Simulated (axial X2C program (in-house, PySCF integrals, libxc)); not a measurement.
## What spin–orbit coupling does to GaS

Computed with an axial X2C code built on PySCF integrals. Spin-free means the one-electron spin-free X2C Hamiltonian; two-component (2c) means X2C with spin–orbit coupling and atomic mean-field two-electron Coulomb and Gaunt terms, so the difference of the two also holds small scalar two-electron terms. Basis: Ga dyall-cv3z [9s9p7d4f1g], S dyall-av3z [9s8p3d2f] (cores contracted in-house); Gaussian nuclei, density fitting, unrestricted open shells. Masses: Ga 68.926 u, S 31.972 u.

Spin-free state: M_S = 1/2, Λ = 0 (beyond evenly filled blocks: σα); fragments Ga + S.

```json
{"level": "TPSSh", "Re (Å)": "2.069", "ωe (cm⁻¹)": "455.8", "De (eV)": "3.700", "μ (D)": "-3.29"}
```

Dipoles are positive if S is the positive end.

Two-component determinant lowest at the distance of the search:

Ω = 1/2 (⟨Sz⟩ = 0.50, ⟨Lz⟩ = 0.00 at TPSSh); fragments Ga + S.

```json
{"level": "TPSSh", "Re (Å)": "2.070", "ωe (cm⁻¹)": "455.3", "μ (D)": "-3.30"}
```

(1) From the two tables, how do the constants change at the TPSSh level (2c against spin-free)?

The state is one determinant whose occupation by symmetry is held fixed; it was picked as the lowest of a PBE0 search that is not exhaustive. Dissociation energies refer to the lowest single-determinant-based atoms at the same level and basis. De is not given where an atomic determinant may have missed its ground term or J level, or where the truncated virtual space spoils (T). Density functionals use the spin component along the axis (collinear). The functionals have no current-density term, which raises determinants with orbital currents, atoms included.

## Answers

(1) At the TPSSh level Re is unchanged within 0.001 Å and ωe decreases by 0.5 cm⁻¹.
